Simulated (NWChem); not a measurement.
System: C3H7NS; SMILES C/N=C/CS

```xyz
12

C      0.4450    -2.7465    -0.0618
N     -0.1464    -1.5299     0.4415
C     -0.3318    -0.5610    -0.3698
C     -0.9030     0.7447     0.0942
S      0.3528     2.0875    -0.0312
H      1.3688    -2.9736     0.5128
H     -0.2448    -3.5978     0.1233
H      0.6993    -2.7242    -1.1508
H     -0.0357    -0.6105    -1.4502
H     -1.2861     0.6501     1.1286
H     -1.7263     1.0804    -0.5698
H      1.2246     1.5290     0.8552
```
Atoms are numbered in this order, from 1.

Computed with NWChem. Pople sets run with spherical d functions. All runs use the structure optimised with PBE-D3(BJ)/def2-SVP. No frequency run checked for a minimum. Level: M06-2X/6-31G* with COSMO at NWChem's default radii, gas-phase geometry; the question gives the dielectric constant.

What does the run give for dielectric constant 78.4? Quantities: electrostatic solvation energy (kcal/mol); dipole in solution (D).


```yaml
electrostatic solvation energy (kcal/mol): -5.5
dipole in solution (D): 1.77
```
